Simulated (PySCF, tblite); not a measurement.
Isomers of C7H11 (doublet state). Calculated harmonic vibrations of the isolated species, GFN2-xTB (tblite), most abundant isotopes, no scaling. Against measured fundamentals such values can be off by several per cent, at times by over 20. One conformer each. Open shells enter through the occupations alone, without spin polarisation, and single modes of such species can be off by tens of per cent.

Electronic energies: B3LYP/pcH-1 single points on the GFN2-xTB geometries (PySCF, gas phase).

```csv
SMILES,"electronic energy, lowest = 0 (kJ/mol)"
C[CH]CCC1=CC1,166.7
C[C@@H]1[C@H]2[CH]CC[C@@H]12,0.0
C[CH]C#CC(C)C,15.2
```

How do GFN2-xTB zero-point energies change the relative energies?

```json
{"SMILES": "C[C@@H]1[C@H]2[CH]CC[C@@H]12", "ZPE (kJ/mol)": "412.2", "of it from modes above 1550 cm⁻¹": "198.1", "electronic (kJ/mol)": "0.0", "with ZPE, lowest = 0 (kJ/mol)": "0.0", "lowest mode (cm⁻¹)": "144", "rings": "2"}
{"SMILES": "C[CH]C#CC(C)C", "ZPE (kJ/mol)": "401.9", "of it from modes above 1550 cm⁻¹": "211.1", "electronic (kJ/mol)": "15.2", "with ZPE, lowest = 0 (kJ/mol)": "4.9", "lowest mode (cm⁻¹)": "7", "rings": "0"}
{"SMILES": "C[CH]CCC1=CC1", "ZPE (kJ/mol)": "400.2", "of it from modes above 1550 cm⁻¹": "208.8", "electronic (kJ/mol)": "166.7", "with ZPE, lowest = 0 (kJ/mol)": "154.8", "lowest mode (cm⁻¹)": "35", "rings": "1"}
```

The zero-point energies span 12.0 kJ/mol, from `C[CH]CCC1=CC1` to `C[C@@H]1[C@H]2[CH]CC[C@@H]12`. The order is unchanged.

And how do the electronic energies of GFN2-xTB itself compare?

`C[C@@H]1[C@H]2[CH]CC[C@@H]12` 0.0; `C[CH]C#CC(C)C` 91.2; `C[CH]CCC1=CC1` 240.0 kJ/mol, lowest = 0. Against the energies above, taken from the same isomer `C[C@@H]1[C@H]2[CH]CC[C@@H]12`, the largest difference is 76.0 kJ/mol.
